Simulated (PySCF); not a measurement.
# How the method changes the constants of TlIn

State: ³Π (triplet), unpaired electrons σ ↑, π ↑. Set-up: PySCF, scalar-relativistic core potentials, basis sets Tl def2-SVP with ECP60, In def2-SVP with ECP28. De refers to Tl + In in their high-spin ground configurations, without counterpoise correction. The functionals are run spin-unrestricted. A positive dipole means Tl(−)In(+).

```tsv
Level	Re (Å)	ωe (cm⁻¹)	De (eV)	μ (D)
UHF	3.143	98.8	0.55	-0.70
UHF-MP2	3.065	106	1.04	n/a
UHF-SCS-MP2	3.074	106	0.88	n/a
UHF-CCSD	3.101	102	0.96	n/a
UHF-CCSD(T)	3.101	101	1.02	n/a
PBE	3.148	90.4	1.32	-0.41
r²SCAN	3.094	96.8	1.31	-0.46
TPSSh	3.099	96.1	1.24	-0.55
PBE0	3.094	98.3	1.22	-0.47
B97-3	3.159	91.9	1.09	-0.57
M06-2X	3.103	101	0.94	-1.00
CAM-B3LYP	3.072	102	1.02	-0.34
```

(1) Which functional lies closest to UHF-CCSD(T) in De, which farthest, and by how much do they differ from it?

(2) What does a quarter of exact exchange do here, going from PBE to PBE0?

(3) What does the step from GGA to meta-GGA do here, going from PBE to r²SCAN?

Correlated steps freeze 8 core orbitals. Correlated levels converge slowly with the basis: in double zeta they bind strong bonds too weakly, by up to about 1 eV, and carry superposition errors of some tenths. Spin–orbit coupling is left out, which matters for elements this heavy, above all for dissociation energies. The state was picked by a PBE0 search and need not be the measured ground state.

The whole job (state search and all levels along the bond) took about 3.6 min on 1 thread of Oxide Virtual Turin-like (shared host), peak memory 0.62 GiB.

Results:

(1) Closest is CAM-B3LYP (-2.9 pm in Re, +1.0 % in ωe, +0.00 eV in De against UHF-CCSD(T) in the same basis), farthest PBE (+4.7 pm in Re, -10.5 % in ωe, +0.30 eV in De). CCSD(T) converges more slowly with the basis than the functionals do and binds too weakly in this one, so the order can change at the basis-set limit.

(2) PBE0 less PBE: -5.4 pm in Re, +8.7 % in ωe, -0.10 eV in De. Exact exchange removes part of the self-interaction that spreads semilocal densities, and in most molecules shortens and stiffens the bond and lowers De; so it does here.

(3) r²SCAN less PBE: -5.4 pm in Re, +7.1 % in ωe, -0.01 eV in De.
